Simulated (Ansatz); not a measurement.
CHNO, charge -1, doublet, at a GFN2-xTB geometry (a state made from the parent by changing its charge; the spin is typed, not shown lowest) (a gas-phase anion, which may not be bound at this level); PBE0/def2-SVP in Ansatz (a first-principles code).

Here is a job for Ansatz.
Ansatz 0.2 input:
```yaml
crystal:
  periodic: [false, false, false]
  atoms:
    - {symbol: N, position_ang: [-1.10932296, 0.26809662, 0.17063078]}
    - {symbol: C, position_ang: [0.07399388, -0.27621871, 0.20499431]}
    - {symbol: O, position_ang: [1.13555407, -0.00065511, -0.40397735]}
    - {symbol: H, position_ang: [-1.76313503, -0.21412318, 0.80743747]}
basis:
  gaussian:
    orbitals: def2-SVP
hamiltonian:
  xc: pbe0
total_charge: -1
magnetization: {spin_polarized: true, initial_magnetization: 1}
```

The log (banner, timings and long lists left out):

```
Functional definition: PBE0
469 factors; integrals over basis functions are off by at most 1.5e-3 eV
mean field evaluation 1: about -4579.0398 eV, gradient 1.7e1 eV
mean field evaluation 2: about -4575.8813 eV, gradient 3.2e1 eV
mean field evaluation 4: about -4580.1581 eV, gradient 2.5e0 eV
mean field evaluation 8: about -4580.3314 eV, gradient 1.3e-1 eV
mean field evaluation 16: about -4580.3316 eV, gradient 6.6e-4 eV
mean field -4580.33155096 eV, -168.3240798377 hartree, gradient 5.4e-5 eV, S^2 0.753144; 0 other end points of the search recorded, 0 dependent functions left out
reference -4580.33156406 eV, -168.3240803191 hartree; 12, 11 occupied and 35, 36 virtual orbitals, 469 factors
Total energy: -4580.33156406 eV, -168.3240803191 hartree
```
